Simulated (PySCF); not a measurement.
Gas-phase reaction: 3 TiCl₄ + 4 H + 2 Cl₂ + Ti(NH₂)₄ ⇌ 4 TiCl₄.NH₃

Energies from PySCF, thermal terms from the rigid-rotor harmonic-oscillator model, ideal gas at 1 bar. † marks an energy on the PBE0/def2-TZVP geometry and frequencies; other levels use their own. 6-31G* has spherical d functions here. Open shells (unrestricted): H (multiplicity 2); the rest are closed-shell singlets. Adducts (TiCl₄.NH₃) have no counterpoise correction, and HF, PBE, BLYP, B3LYP and PBE0 lack dispersion. Ti(NH₂)₄, TiCl₄.NH₃: computed as isolated molecules; such fragments, hydroxides, amides, oligomers or adducts are transient or little studied in the gas.

```tsv
level	ΔH°(298 K), kJ
HF/6-31G*	-1642
M06-2X/def2-TZVP†	…
PBE/def2-SVP	…
ωB97M-V/def2-TZVP†	-1792
ωB97X-V/def2-TZVP†	-1780
```

Problem. Fill in the missing entries.

Solution. 
- M06-2X/def2-TZVP†, ΔH°(298 K), kJ: -1800
- PBE/def2-SVP, ΔH°(298 K), kJ: -1793
